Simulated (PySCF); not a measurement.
**Polarisability and C₆ of Mn⁺ (manganese, charge +1)**

[Ar] 3d4 4s2, high-spin 5D determinant (an excited configuration). All numbers are calculated (PySCF 2.14, no relativity, point nucleus, in def2-QZVPPD (11s6p5d4f2g, 100 functions)). Coupled (time-dependent) response in atomic units; α is the mean over directions.

```csv
method,mean α (bohr³),"α xx, yy, zz",C₆ (like pair),S(−4)
BP86,34.12,"34.59, 34.59, 33.16",229.3,607.1
```

S(−4) is the Cauchy moment in α(ω) = α(0) + S(−4) ω² + …

α(iu) at BP86:

```json
{"u (hartree)": "0", "α(iu) (bohr³)": "34.12"}
{"u (hartree)": "0.0500", "α(iu) (bohr³)": "32.68"}
{"u (hartree)": "0.100", "α(iu) (bohr³)": "29.10"}
{"u (hartree)": "0.200", "α(iu) (bohr³)": "20.66"}
{"u (hartree)": "0.300", "α(iu) (bohr³)": "14.37"}
{"u (hartree)": "0.500", "α(iu) (bohr³)": "7.897"}
{"u (hartree)": "0.750", "α(iu) (bohr³)": "4.695"}
{"u (hartree)": "1.00", "α(iu) (bohr³)": "3.253"}
{"u (hartree)": "1.50", "α(iu) (bohr³)": "1.953"}
{"u (hartree)": "2.00", "α(iu) (bohr³)": "1.351"}
{"u (hartree)": "3.00", "α(iu) (bohr³)": "0.7779"}
{"u (hartree)": "5.00", "α(iu) (bohr³)": "0.3615"}
```

A single London oscillator, α(iu) = α/(1 + u²/ω²), gives C₆ = (3/4) ω α². Matching the computed C₆ needs ω = 4 × 229.3 / (3 × 34.12²) = 0.263 hartree.

For an ion, C₆ is the dispersion term alone; charge-induced terms of lower order in 1/R come first.

The components differ because the open shell of this determinant is not spherical; for a pure term their mean is the scalar polarisability.
